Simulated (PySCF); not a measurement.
Pd (palladium, neutral) across methods

[Kr] 4d9 5s1, high-spin 3D determinant (an excited configuration). Calculation: PySCF 2.14, in aug-cc-pwCVDZ-PP with ECP28MDF; a scalar-relativistic core potential.

```tsv
method	E (hartree)	mean ε 4d α (eV)	mean ε 4d β (eV)	mean ε 5s α (eV)	Σ⟨r²⟩ (bohr²)	⟨S²⟩
M06-L	-127.4856	-7.078	-6.012	-4.547	46.07	2.002
LDA	-127.1756	-7.177	-6.272	-5.053	46.72	2.000
PBE	-127.4268	-6.978	-6.070	-4.796	46.86	2.001
CAM-B3LYP	-127.3760	-10.103	-9.218	-6.438	46.74	2.000
PBE0	-127.4059	-8.680	-7.715	-5.365	46.60	2.001
B97-3	-127.4376	-8.753	-7.833	-5.206	46.62	2.001
r2SCANh	-127.4336	-7.867	-6.821	-5.259	46.25	2.002
r2SCAN	-127.4484	-7.204	-6.159	-5.031	46.27	2.002
UHF	-126.60993	-13.208	-12.025	-6.475	47.61	2.002
```

Energies and moments cover only the electrons outside the core potential.
